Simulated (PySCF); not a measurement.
**Interval between two levels of Ge⁺ by level of theory**

Ge⁺ [Ar] 3d10 4s2 4p1 [2P3/2, M_J = 3/2] → Ge⁺ [Ar] 3d10 4s1 4p1 5s1 [4P5/2, M_J = 5/2], as a difference of total energies. Computed with PySCF 2.14 in x2c-SVPall-2c with one added diffuse shell each of s, p, d type (6s7p4d, 47 functions), with the two-component X2C-1e Hamiltonian. Correlated levels: [Ne] frozen. "Screened" scales the spin-orbit matrix elements by Boettger's factors to mimic the two-electron term; Breit and QED terms are absent.

```tsv
method	interval between two levels (cm⁻¹)
GHF (spin-free)	109460
GMP2 (spin-free)	116840
GHF (screened spin-orbit)	109630
GMP2 (screened spin-orbit)	117020
```

The labels give the starting determinants; with spin-orbit coupling the two ends relaxed to ⟨J²⟩ = 3.76, ⟨L²⟩ = 2.01, ⟨S²⟩ = 0.75 and ⟨J²⟩ = 8.76, ⟨L²⟩ = 2.01, ⟨S²⟩ = 3.75.

The promoted electron is Rydberg-like, and one or two diffuse shells describe it only roughly, which tends to raise the upper state.
